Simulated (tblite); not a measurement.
C7H9OSSi (charge -1).
Cartesian coordinates in Å at the GFN2-xTB level; atoms count from 1:
```
atom  x, y, z in Å
C1    -2.952   -1.151   -0.877
C2    -2.291   -0.150   -0.290
C3    -3.015    1.055    0.269
O4    -0.991   -0.091   -0.128
Si5    0.144   -1.209   -0.778
C6     1.702   -0.485   -0.088
C7     2.096    0.820    0.090
C8     3.484    1.009    0.209
C9     4.191   -0.144    0.074
S10    3.127   -1.495   -0.202
H11   -2.424   -1.992   -1.283
H12   -4.023   -1.127   -0.983
H13   -4.090    0.963    0.137
H14   -2.666    1.958   -0.234
H15   -2.790    1.160    1.331
H16   -0.089   -2.393    0.093
H17    1.376    1.619    0.163
H18    3.950    1.969    0.392
H19    5.252   -0.305    0.112
```

Method: GFN2-xTB as coded in tblite; computed harmonic values from a numerical Hessian at the method's own geometry, unscaled. Against measured fundamentals such values can be off by several per cent, at times by over 20. Modes of hydrogen on silicon can be 10 to 20 % off. One conformer, not necessarily the lowest.

Harmonic wavenumbers (cm⁻¹): 40.2, 52.1, 61.0, 89.9, 114.8, 155.7, 175.9, 181.9, 346.0, 380.7, 435.8, 475.2, 489.1, 509.4, 587.9, 628.1, 638.4, 646.8, 689.8, 714.2, 735.9, 746.0, 764.2, 816.0, 826.1, 907.2, 972.4, 998.6, 1025.3, 1042.1, 1072.8, 1099.8, 1183.4, 1299.0, 1324.4, 1381.1, 1409.7, 1429.2, 1479.9, 1494.6, 1516.4, 1703.5, 1984.8, 2985.9, 3002.0, 3022.3, 3030.9, 3083.1, 3093.2, 3118.7, 3153.9.

A = 2774, B = 470.0, C = 407.3 MHz; mass 169.014 u (most abundant isotopes); point group C1, symmetry number 1.

**Question.** Zero-point energy?

**Answer.** ½Σν̃ = 29558 cm⁻¹ = 84.51 kcal/mol.

**Question.** Entropy at 500 K, 1 bar (ideal gas, RRHO, classical rotation)?

**Answer.** Translation 43.88, rotation 32.32, vibration 61.46: S = 137.7 cal/(mol K).

**Question.** And Cp and H(500 K) − H(0)?

**Answer.** Cp = 63.12 cal/(mol K), of which vibrations give 55.17 (their classical limit is 51 R = 101.3); H(500 K) − H(0) = 19.01 kcal/mol without the zero-point energy, 15.03 from vibrations.

**Question.** Blend soft modes into free rotors: weight 1/[1 + (100 cm⁻¹/ν̃)⁴] for the oscillator and the rest for a rotor with moment μB/(μ + B), μ = h/(8π²ν), B = 10⁻⁴⁴ kg m². What vibrational entropy results?

**Answer.** 55.22 cal/(mol K) in place of 61.46, which changes −T·S at 500 K by +3.12 kcal/mol.

**Question.** What must be added to the electronic energy to get the Gibbs energy at 500 K and 1 bar?

**Answer.** ZPE + [H(500 K) − H(0)] − T·S = 84.51 + 19.01 − 68.83 = 34.69 kcal/mol.

**Question.** Which modes carry the vibrational entropy at 500 K?

**Answer.** 40.2 cm⁻¹: 6.27; 52.1 cm⁻¹: 5.76; 61.0 cm⁻¹: 5.45; 89.9 cm⁻¹: 4.68; 114.8 cm⁻¹: 4.20; 155.7 cm⁻¹: 3.60 cal/(mol K); the other 45 give 31.50 together.

Hindered rotation and anharmonicity are outside this model. Other conformers, if any are populated, would add a mixing term that is left out. The structure is chiral; the term R ln 2 for an equal mix with its mirror image is left out.

The run took 1.1 s on AMD EPYC 7R43, one thread, shared host with 256 logical CPUs at a one-minute load of 53. This covers the Hessian and the dipole derivatives.
